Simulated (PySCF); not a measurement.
Calculated NMR parameters of CN([SiH3])[SiH2]/N=C\C(F)F

```
Formula                               : C3H10F2N2Si2
SMILES                                : CN([SiH3])[SiH2]/N=C\C(F)F
InChI                                 : InChI=1S/C3H10F2N2Si2/c1-7(8)9-6-2-3(4)5/h2-3H,9H2,1,8H3/b6-2-
Point group of the computed structure : C1
Degrees of unsaturation               : 1
Carbon signals                        : 3
Proton signals                        : 5
```

Numbering as in the mapped SMILES `[CH3:1][N:2]([SiH3:3])[SiH2:4]/[N:5]=[CH:6]\[CH:7]([F:8])[F:9]`. Each H is labelled by its parent atom.

One conformer, fast rotation and ring inversion assumed for equivalent nuclei, isolated molecule, non-relativistic. GFN2-xTB geometry; NMR shieldings at PBE0/pcSseg-1/GIAO; PySCF 2.14.0 with density-fitted response routines.

δ = σ(ref) − σ, references computed at the same level: ¹H and ¹³C and ²⁹Si against TMS; ¹⁹F against CFCl3; NH3 for ¹⁵N.

```tsv
carbon	δC, type	δH (multiplicity)	HMBC from (2–3 bonds)	span of the C tensor (ppm)
C1	33.0, CH3	2.81 (s)	H(Si4), H(Si3)	61
C6	177.1, CH	8.78 (m)	H(C7), H(Si4)	183
C7	114.7, CH	5.91 (m)	H(C6)	41
```

Other nuclei:
```tsv
atoms	nucleus	environment	δ (ppm)	σ (ppm)
H(Si4)	¹H	hydrogen on a silicon bonded to 2 N	5.39	26.33
H(Si3)	¹H	hydrogen on a silicon bonded to N	4.56	27.15
F8/F9	¹⁹F	fluorine of a CF2 group	-143.2	314.1
Si4	²⁹Si	silicon bonded to 2 N, 2 H	-39.3	388.5
Si3	²⁹Si	silicon bonded to N, 3 H	-48.8	398.0
N5	¹⁵N	imine nitrogen	402.6	-134.9
N2	¹⁵N	nitrogen bonded to C, 2 Si	-2.3	270.1
```

- Carbon types of the structure: 2 × CH, 1 × CH3, leaving 5 H on heteroatoms.
- δC 177.1: C=N carbon.
- δC 114.7: sp3 CH bonded to 2 F; 2 electronegative neighbours deshield it.
- δH 8.78: hydrogen on a C=N carbon.
- δH 5.91: hydrogen on an sp3 CH bonded to 2 F; its carbon carries F, an electronegative neighbour.
- δH 2.81: hydrogen on a methyl carbon bonded to N; its carbon carries N, which withdraws density.

Splittings by ¹⁹F in the carbon and heteronuclear signals aren't shown, as no couplings were computed. Shifts are as computed. Against solution values, carbons near 30 ppm lie about +3 ppm off and those near 130 ppm about +5 ppm. Of 1309 compounds with measured shifts, 239 miss one by over three times the rms of a fit or turn the order of signals round; such compounds aren't used in these exercises. Unscaled 19F shifts against computed CFCl3 carry errors that often reach 10 to 50 ppm. Experimental scales use liquid or dissolved standards, which lie at an offset from isolated NH3 (liquid NH3: subtract about 20 ppm). Unscaled 15N shifts of sp2 nitrogen come out 20 to 40 ppm too high even then. Multiplicities follow the n + 1 count of equivalent neighbours, as no J values were calculated; m marks all less simple cases, F and P coupling included.
